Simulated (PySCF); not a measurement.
Si(F)(OH)2(OSiH3) (FH₅O₃Si₂), SMILES O[Si](O)(F)O[SiH3].

The structure is a stationary point at ωB97X-D3(BJ)/def2-SVP. Other conformers were not sampled.

Method: TDDFT-PBE/def2-SVPD run with PySCF.

Vertical excitations. The molecule is in vacuum.

Computed UV-visible absorptions:
```csv
state,energy (eV),λ (nm),f,main pairs
S1,6.42,193,0.003,HOMO→LUMO 100 %
S2,6.75,184,0.002,HOMO−1→LUMO 100 %
S3,7.08,175,0.001,HOMO−2→LUMO 99 %
S4,7.29,170,0.013,"HOMO−3→LUMO 83 %, HOMO→LUMO+1 16 %"
S5,7.38,168,0.011,"HOMO→LUMO+1 83 %, HOMO−3→LUMO 16 %"
S6,7.59,163,0.007,HOMO→LUMO+2 99 %
S7,7.70,161,0.003,HOMO−1→LUMO+1 99 %
S8,7.93,156,0.015,HOMO−4→LUMO 93 %
S9,7.94,156,0.008,HOMO−1→LUMO+2 95 %
S10,7.96,156,0.037,HOMO→LUMO+3 94 %
T1,6.25,198,0,HOMO→LUMO 99 %
T2,6.57,189,0,HOMO−1→LUMO 98 %
T3,6.92,179,0,HOMO−2→LUMO 98 %
T4,7.07,175,0,"HOMO−3→LUMO 62 %, HOMO→LUMO+1 35 %"
```
Triplets are in the Tamm–Dancoff approximation, which puts them higher than full response would, so one can lie above its singlet here.
